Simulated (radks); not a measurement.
Q: All-electron atom: neutral scandium in [Ar] 3d1 4s2 (the NIST ground configuration). Method: scalar-relativistic Kohn-Sham, LDA (Slater exchange, VWN5 correlation), spin-polarised, spherical densities, point nucleus; open shells are filled with parallel spins first; computed with a radial shooting solver on a logarithmic mesh with Libxc functionals. Some entries of the table are withheld. Estimate them.

orbital  occ.  eigenvalue (eV)  r(max) (bohr)  <1/r> (bohr^-1)
1s down     1        -4385.075        0.04791            20.72
1s up       1        -4385.072        0.04791            20.72
2s up       1        -472.9894         0.2843            4.283
2s down     1        -472.7583         0.2843            4.284
2p up       3        -388.0360         0.2323            4.194
2p down     3        -387.8542         0.2322            4.196
3s up       1         -55.0166         0.9265            1.306
3s down     1         -54.2758         0.9263            1.306
3p up       3         -33.8710         0.9668            1.175
3p down     3         -33.1335         0.9665            1.175
4s up       1          -4.4155          3.042           0.3577
4s down     1          -4.1340          3.103           0.3480
3d up       1          -3.6981          1.095              (1)
3d down     0          -3.0556          1.099              (2)
4p up       0          -1.5801          3.980           0.2622
4p down     0          -1.4442          4.109           0.2526
5s up       0              (3)          10.07              (4)
5s down     0              (5)          10.40              (6)

A: 
(1) 3d up <1/r> (bohr^-1): 0.7692
(2) 3d down <1/r> (bohr^-1): 0.7531
(3) 5s up eigenvalue (eV): -0.0786
(4) 5s up <1/r> (bohr^-1): 0.09626
(5) 5s down eigenvalue (eV): -0.0633
(6) 5s down <1/r> (bohr^-1): 0.09153
